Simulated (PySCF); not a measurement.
Species: C4H9OSi (doublet state).
Numbering: `[CH2:1]=[C:2]([CH:3][CH3:4])[O:5][SiH3:6]` (hydrogens: H7, H8 on C1; H9 on C3; H10, H11, H12 on C4; H13, H14, H15 on Si6)

Structure used (GFN2-xTB), in Å, numbered top down from 1:
```
atom  x, y, z in Å
C1    -0.310   -1.300   -1.485
C2     0.150   -0.367   -0.589
C3     1.474    0.055   -0.565
C4     2.010    1.054    0.389
O5    -0.683    0.191    0.328
Si6   -2.260    0.051    0.670
H7    -1.336   -1.613   -1.483
H8     0.355   -1.735   -2.205
H9     2.154   -0.374   -1.283
H10    1.222    1.421    1.041
H11    2.802    0.612    0.999
H12    2.454    1.895   -0.147
H13   -3.093    0.441   -0.470
H14   -2.606   -1.317    1.063
H15   -2.336    0.994    1.775
```

The hyperfine couplings belong to this conformer and change with its torsions.

Method used: PySCF 2.14.0, UKS B3LYP, pcH-1 on C H O Si, non-relativistic, mean-field spin-orbit, GIAO. Isolated species at its GFN2-xTB geometry (one conformer only). The geometry wasn't refined by DFT: couplings that depend on bond lengths, twists or pyramidal angles can differ widely from those at the functional's own minimum. Stability of the SCF solution: not tested. ⟨S²⟩ is 0.775 where a pure state has 0.75.

Break the g tensor into its mass correction, gauge correction and orbital-Zeeman/spin–orbit terms.

```
                    Δg (ppm)     1     2     3
relativistic mass correction  -134  -134  -134
            gauge correction    -2    32    23
   orbital Zeeman/spin–orbit     4   443   646
                       total  -132   342   535
```

So g = 2.00219, 2.00266, 2.00285 and g_iso = 2.00257; the tensor is rhombic: the two nearest values differ by 29 % of g3 − g1. Axes: g2 points within 1° of the C1–C2 bond.

What effective moment and Curie constant follow for a powder?

With the mean of g² = 4.0103 and S(S+1) = 0.75: μ_eff = √(⟨g²⟩S(S+1)) = 1.734 μB and χT = 0.12505·⟨g²⟩·S(S+1) = 0.376 cm³ K/mol (cgs; spin-Hamiltonian part alone).

How much does each term add to the isotropic shift?

The orbital-Zeeman/spin–orbit term 364, the mass correction -134 and the gauge correction 18 ppm, for a total of 248 ppm. The orbital-Zeeman/spin–orbit term is the largest in size. The mass correction is the same along every axis, so the anisotropy comes from the other two: their spans along these axes are 34 (gauge) and 642 ppm (orbital Zeeman/spin–orbit).

At 93.719 GHz, how far is the centre of the isotropic spectrum from where a free electron (g = 2.002319) resonates?

B = hν/(g μB) with μB/h = 13.99624 MHz/mT gives 3344.13 mT for the free electron and 3343.71 mT at g_iso, 0.41 mT lower.

In a frozen sample, at which fields do the three g values resonate at 9.5, 34, 94 and 263 GHz (hyperfine left aside), and which band first spreads them over more than twice a line width of 0.5 mT?

```json
{"band": "X", "GHz": "9.5", "B(g3) mT": "338.89", "B(g2) mT": "338.93", "B(g1) mT": "339.01", "spread mT": "0.11"}
{"band": "Q", "GHz": "34.0", "B(g3) mT": "1212.88", "B(g2) mT": "1213.00", "B(g1) mT": "1213.28", "spread mT": "0.40"}
{"band": "W", "GHz": "94.0", "B(g3) mT": "3353.26", "B(g2) mT": "3353.58", "B(g1) mT": "3354.38", "spread mT": "1.12"}
{"band": "J", "GHz": "263.0", "B(g3) mT": "9381.99", "B(g2) mT": "9382.89", "B(g1) mT": "9385.11", "spread mT": "3.13"}
```

The spread grows in proportion to the frequency. W band is the first where it exceeds 1.0 mT.

The largest Mulliken spin populations are on C3 (+0.68), C1 (+0.63) and C2 (-0.22). The positive populations add up to 1.38 and the negative ones to -0.38, together 2S = 1. The angles at C3 add up to 360.0°, so it is planar; its axial dipolar tensor and the negative coupling of its proton fit spin in a p orbital normal to that plane.

The HOMO–LUMO gaps are 5.39 eV among the α and 4.74 eV among the β orbitals.
